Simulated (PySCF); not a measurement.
Level of theory: PBE-D3(BJ)/def2-TZVP // r2SCAN-D4/def2-TZVP (PySCF). Isolated molecules, 0 K electronic values unless said otherwise. One relaxed conformer stands for a flexible species; it need not be the lowest. 

Reference species (SMILES): `[OH][Sn]([OH])([OH])[OH]` (neutral, multiplicity 1).

```json
{
 "HOMO–LUMO gap": "4.69 eV",
 "HOMO": "-7.38 eV",
 "LUMO": "-2.68 eV"
}
```

Changed species: `[Cl][Sn]([Cl])([Cl])[Cl]` (0 of 4 Cl replaced by OH; the reference has 4 of 4 Cl replaced by OH).

Problem. Give the shifts of the HOMO–LUMO gap, HOMO and LUMO.

Solution. the HOMO–LUMO gap decreases by 0.53 eV, to 4.16 eV; the HOMO falls by 0.93 eV, to -8.31 eV; the LUMO drops by 1.46 eV, to -4.14 eV.
